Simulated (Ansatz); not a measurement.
Geometry optimisation of C10H19N (`CCCCCCCCCC#N`).

```yaml
crystal:
  periodic: [false, false, false]
  atoms:
    - {symbol: C, position_ang: [-1.586700, 2.482920, -1.058710]}
    - {symbol: C, position_ang: [-0.142100, 2.750300, -1.463010]}
    - {symbol: C, position_ang: [0.826480, 1.621150, -1.103240]}
    - {symbol: C, position_ang: [0.579180, 0.316020, -1.872280]}
    - {symbol: C, position_ang: [-0.334980, -0.698710, -1.170160]}
    - {symbol: C, position_ang: [0.420050, -1.772540, -0.381680]}
    - {symbol: C, position_ang: [1.170950, -1.274660, 0.854680]}
    - {symbol: C, position_ang: [0.287110, -0.676170, 1.950950]}
    - {symbol: C, position_ang: [-0.711830, -1.678860, 2.545350]}
    - {symbol: C, position_ang: [-0.040480, -2.823210, 3.104850]}
    - {symbol: N, position_ang: [0.500420, -3.726270, 3.551150]}
    - {symbol: H, position_ang: [-2.203970, 3.351260, -1.279230]}
    - {symbol: H, position_ang: [-1.993390, 1.633330, -1.601130]}
    - {symbol: H, position_ang: [-1.655000, 2.282860, 0.009410]}
    - {symbol: H, position_ang: [-0.098460, 2.928640, -2.539920]}
    - {symbol: H, position_ang: [0.196840, 3.663190, -0.966210]}
    - {symbol: H, position_ang: [0.779290, 1.442000, -0.029100]}
    - {symbol: H, position_ang: [1.836580, 1.972650, -1.328320]}
    - {symbol: H, position_ang: [1.537300, -0.169600, -2.069750]}
    - {symbol: H, position_ang: [0.151120, 0.572240, -2.843850]}
    - {symbol: H, position_ang: [-0.929180, -1.215510, -1.928060]}
    - {symbol: H, position_ang: [-1.033540, -0.182500, -0.513420]}
    - {symbol: H, position_ang: [1.146940, -2.244410, -1.047390]}
    - {symbol: H, position_ang: [-0.285400, -2.552710, -0.085880]}
    - {symbol: H, position_ang: [1.902270, -0.523840, 0.550390]}
    - {symbol: H, position_ang: [1.723930, -2.116460, 1.279530]}
    - {symbol: H, position_ang: [0.933010, -0.307570, 2.751980]}
    - {symbol: H, position_ang: [-0.276420, 0.174180, 1.563040]}
    - {symbol: H, position_ang: [-1.409070, -2.027170, 1.778990]}
    - {symbol: H, position_ang: [-1.290950, -1.200560, 3.341020]}
basis:
  gaussian: {orbitals: def2-TZVP}
hamiltonian: {xc: pbe0, dispersion: d4}
relax: {f_tol: 0.005, max_steps: 150}
```

```sh
$ ansatz run in.yaml --threads 4 --pin off --events-out ev --progress --plain --max-ram 66560MiB --backend cuda --devices 0, --max-vram 37GiB
```

Shortened log:

```
Functional definition: PBE0
mean field -12159.51301654 eV, -446.8538613440 hartree, gradient 2.1e-5 eV, S^2 0.000000; 0 other end points of the search recorded, 0 dependent functions left out
relax step   1: F+E_penalty+E_count = -12160.16155937 eV  Δ(F+E_penalty+E_count) = +0.000e0 eV  max|allowed force component| = 6.389e-1 eV/Å  Δτ_max = 0.0000 Å  (33 SCF iters, accepted)
mean field -12159.54274303 eV, -446.8549537723 hartree, gradient 8.8e-6 eV, S^2 0.000000; 0 other end points of the search recorded, 0 dependent functions left out
relax step   2: F+E_penalty+E_count = -12160.18890747 eV  Δ(F+E_penalty+E_count) = -2.735e-2 eV  max|allowed force component| = 2.191e-1 eV/Å  Δτ_max = 0.0393 Å  (33 SCF iters, accepted)
mean field -12159.54551211 eV, -446.8550555340 hartree, gradient 8.8e-6 eV, S^2 0.000000; 0 other end points of the search recorded, 0 dependent functions left out
relax step   3: F+E_penalty+E_count = -12160.19346815 eV  Δ(F+E_penalty+E_count) = -4.561e-3 eV  max|allowed force component| = 9.187e-2 eV/Å  Δτ_max = 0.0346 Å  (34 SCF iters, accepted)
mean field -12159.54572033 eV, -446.8550631861 hartree, gradient 8.7e-6 eV, S^2 0.000000; 0 other end points of the search recorded, 0 dependent functions left out
relax step   4: F+E_penalty+E_count = -12160.19430562 eV  Δ(F+E_penalty+E_count) = -8.375e-4 eV  max|allowed force component| = 2.985e-2 eV/Å  Δτ_max = 0.0234 Å  (33 SCF iters, accepted)
mean field -12159.54494996 eV, -446.8550348753 hartree, gradient 8.7e-6 eV, S^2 0.000000; 0 other end points of the search recorded, 0 dependent functions left out
relax step   5: F+E_penalty+E_count = -12160.19512753 eV  Δ(F+E_penalty+E_count) = -8.219e-4 eV  max|allowed force component| = 4.378e-2 eV/Å  Δτ_max = 0.0420 Å  (33 SCF iters, accepted)
mean field -12159.54406951 eV, -446.8550025194 hartree, gradient 8.7e-6 eV, S^2 0.000000; 0 other end points of the search recorded, 0 dependent functions left out
relax step   6: F+E_penalty+E_count = -12160.19552354 eV  Δ(F+E_penalty+E_count) = -3.960e-4 eV  max|allowed force component| = 2.132e-2 eV/Å  Δτ_max = 0.0402 Å  (33 SCF iters, accepted)
mean field -12159.54343881 eV, -446.8549793418 hartree, gradient 8.7e-6 eV, S^2 0.000000; 0 other end points of the search recorded, 0 dependent functions left out
relax step   7: F+E_penalty+E_count = -12160.19580084 eV  Δ(F+E_penalty+E_count) = -2.773e-4 eV  max|allowed force component| = 1.684e-2 eV/Å  Δτ_max = 0.0384 Å  (33 SCF iters, accepted)
mean field -12159.54279149 eV, -446.8549555530 hartree, gradient 8.6e-6 eV, S^2 0.000000; 0 other end points of the search recorded, 0 dependent functions left out
relax step   8: F+E_penalty+E_count = -12160.19609317 eV  Δ(F+E_penalty+E_count) = -2.923e-4 eV  max|allowed force component| = 4.108e-2 eV/Å  Δτ_max = 0.0493 Å  (33 SCF iters, accepted)
mean field -12159.54262271 eV, -446.8549493505 hartree, gradient 8.6e-6 eV, S^2 0.000000; 0 other end points of the search recorded, 0 dependent functions left out
relax step   9: F+E_penalty+E_count = -12160.19624278 eV  Δ(F+E_penalty+E_count) = -1.496e-4 eV  max|allowed force component| = 3.301e-2 eV/Å  Δτ_max = 0.0265 Å  (33 SCF iters, accepted)
mean field -12159.54253393 eV, -446.8549460879 hartree, gradient 8.6e-6 eV, S^2 0.000000; 0 other end points of the search recorded, 0 dependent functions left out
relax step  10: F+E_penalty+E_count = -12160.19631612 eV  Δ(F+E_penalty+E_count) = -7.334e-5 eV  max|allowed force component| = 7.676e-3 eV/Å  Δτ_max = 0.0199 Å  (33 SCF iters, accepted)
mean field -12159.54241118 eV, -446.8549415771 hartree, gradient 8.6e-6 eV, S^2 0.000000; 0 other end points of the search recorded, 0 dependent functions left out
relax step  11: F+E_penalty+E_count = -12160.19633353 eV  Δ(F+E_penalty+E_count) = -1.741e-5 eV  max|allowed force component| = 4.245e-3 eV/Å  Δτ_max = 0.0074 Å  (34 SCF iters, accepted)
mean field -12159.54235830 eV, -446.8549396338 hartree, gradient 8.6e-6 eV, S^2 0.000000; 0 other end points of the search recorded, 0 dependent functions left out
relax step  12: F+E_penalty+E_count = -12160.19634177 eV  Δ(F+E_penalty+E_count) = -8.238e-6 eV  max|allowed force component| = 4.080e-3 eV/Å  Δτ_max = 0.0052 Å  (34 SCF iters, accepted)
mean field -12159.54235830 eV, -446.8549396338 hartree, gradient 8.6e-6 eV, S^2 0.000000; 1 other end points of the search recorded, 0 dependent functions left out
Total energy: -12160.19638712 eV, -446.8789747493 hartree
Atom 0 at    -1.590114     2.398874    -0.944595 Å, force    -0.001363    -0.000831    -0.000264 eV/Å
Atom 1 at    -0.166335     2.706077    -1.378923 Å, force     0.000675     0.001357    -0.000160 eV/Å
Atom 2 at     0.844890     1.590545    -1.136955 Å, force     0.000131    -0.001010     0.000500 eV/Å
Atom 3 at     0.564385     0.293050    -1.901659 Å, force     0.000136    -0.000295     0.000141 eV/Å
Atom 4 at    -0.300134    -0.754327    -1.191231 Å, force    -0.001036     0.001182     0.000195 eV/Å
Atom 5 at     0.483013    -1.773286    -0.367957 Å, force     0.000274    -0.000537     0.000136 eV/Å
Atom 6 at     1.216754    -1.238276     0.856634 Å, force     0.001033     0.000474    -0.000038 eV/Å
Atom 7 at     0.327494    -0.609862     1.921194 Å, force     0.001013     0.001674    -0.000897 eV/Å
Atom 8 at    -0.750339    -1.546957     2.472528 Å, force    -0.001233    -0.001923     0.002530 eV/Å
Atom 9 at    -0.195898    -2.771685     3.027340 Å, force     0.000671     0.004080    -0.002913 eV/Å
Atom 10 at     0.265127    -3.733415     3.456744 Å, force     0.000664    -0.004070     0.002988 eV/Å
Atom 11 at    -2.239129     3.265069    -1.092932 Å, force    -0.000393     0.000429     0.000020 eV/Å
Atom 12 at    -2.018983     1.569802    -1.511989 Å, force     0.000017     0.000083    -0.000249 eV/Å
Atom 13 at    -1.633686     2.133845     0.116443 Å, force    -0.000115    -0.000289     0.001212 eV/Å
Atom 14 at    -0.163008     2.955915    -2.446540 Å, force     0.000014     0.000284    -0.001068 eV/Å
Atom 15 at     0.178472     3.606340    -0.858924 Å, force     0.000250    -0.000354     0.000267 eV/Å
Atom 16 at     0.909482     1.390932    -0.062721 Å, force     0.000186    -0.000114     0.001035 eV/Å
Atom 17 at     1.830884     1.967012    -1.427517 Å, force     0.000773     0.000197    -0.000458 eV/Å
Atom 18 at     1.514826    -0.181974    -2.169316 Å, force     0.000528    -0.000137    -0.000372 eV/Å
Atom 19 at     0.095840     0.559485    -2.855825 Å, force    -0.000542     0.000243    -0.000620 eV/Å
Atom 20 at    -0.866762    -1.311496    -1.943998 Å, force     0.000303    -0.000209    -0.000277 eV/Å
Atom 21 at    -1.051407    -0.261612    -0.566290 Å, force    -0.000288    -0.000120    -0.000198 eV/Å
Atom 22 at     1.218299    -2.254270    -1.022369 Å, force     0.000434    -0.000060    -0.000208 eV/Å
Atom 23 at    -0.194558    -2.577229    -0.058943 Å, force    -0.000455    -0.000086    -0.000093 eV/Å
Atom 24 at     1.964030    -0.500029     0.550387 Å, force    -0.000140    -0.000268     0.000103 eV/Å
Atom 25 at     1.778048    -2.060916     1.311933 Å, force    -0.000057    -0.000387     0.000090 eV/Å
Atom 26 at     0.949592    -0.263417     2.750835 Å, force     0.000635     0.000001     0.000407 eV/Å
Atom 27 at    -0.184493     0.272145     1.526786 Å, force    -0.000543     0.000298    -0.000447 eV/Å
Atom 28 at    -1.462652    -1.823930     1.690315 Å, force    -0.001186     0.000088    -0.001231 eV/Å
Atom 29 at    -1.323640    -1.046420     3.257545 Å, force    -0.000387     0.000303    -0.000131 eV/Å
Dipole moment:    -0.228718     0.743319    -0.425553 e Å
```

Hardware: 4 threads of an AMD EPYC 7R13 on a shared host and a share of an NVIDIA H100 80 GB. Wall time 43 s, peak host memory 1.1 GiB.
